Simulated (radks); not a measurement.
Effect of the nuclear size on the hafnium ion Hf2+, [Xe] 4f14 5d2. All-electron calculation, Dirac Kohn-Sham, exchange-only LDA, spin-unpolarised, spherical densities, finite nucleus; open shells fill j = l - 1/2 first; Fermi nuclear charge, rms radius 5.347 fm. Program: a radial shooting solver on a logarithmic mesh with Libxc functionals. The rms radius is varied about that value; shifts are against it.

rms radius (fm) = 4.438: total energy shift (eV) -15.2; density at nucleus (e/bohr^3) 1.279e+06; 1s1/2 shift (meV) -6190; 2s1/2 shift (meV) -856; 5s1/2 shift (meV) -7.64; 5p1/2 shift (meV) 0.052; 6s1/2 (empty) shift (meV) -0.998; 5d3/2 shift (meV) 0.089
rms radius (fm) = 5.0208: total energy shift (eV) -5.68; density at nucleus (e/bohr^3) 1.229e+06; 1s1/2 shift (meV) -2310; 2s1/2 shift (meV) -320; 5s1/2 shift (meV) -2.85; 5p1/2 shift (meV) 0.019; 6s1/2 (empty) shift (meV) -0.373; 5d3/2 shift (meV) 0.033
rms radius (fm) = 5.347: total energy shift (eV) 0; density at nucleus (e/bohr^3) 1.204e+06; 1s1/2 shift (meV) 0.000; 2s1/2 shift (meV) 0.000; 5s1/2 shift (meV) 0.000; 5p1/2 shift (meV) 0.000; 6s1/2 (empty) shift (meV) 0.000; 5d3/2 shift (meV) 0.000
rms radius (fm) = 5.7052: total energy shift (eV) 6.51; density at nucleus (e/bohr^3) 1.178e+06; 1s1/2 shift (meV) 2650; 2s1/2 shift (meV) 366; 5s1/2 shift (meV) 3.27; 5p1/2 shift (meV) -0.022; 6s1/2 (empty) shift (meV) 0.427; 5d3/2 shift (meV) -0.038
rms radius (fm) = 6.4806: total energy shift (eV) 21.6; density at nucleus (e/bohr^3) 1.13e+06; 1s1/2 shift (meV) 8770; 2s1/2 shift (meV) 1210; 5s1/2 shift (meV) 10.8; 5p1/2 shift (meV) -0.072; 6s1/2 (empty) shift (meV) 1.41; 5d3/2 shift (meV) -0.127

Slopes of the eigenvalues against <r^2> in GHz/fm^2, as finite differences over the two radii next to the reference (eigenvalue slopes, not the field-shift constants of lines): 1s1/2 163000, 2s1/2 22600, 5s1/2 202, 5p1/2 -1.36, 6s1/2 (empty) 26.3, 5d3/2 -2.36.
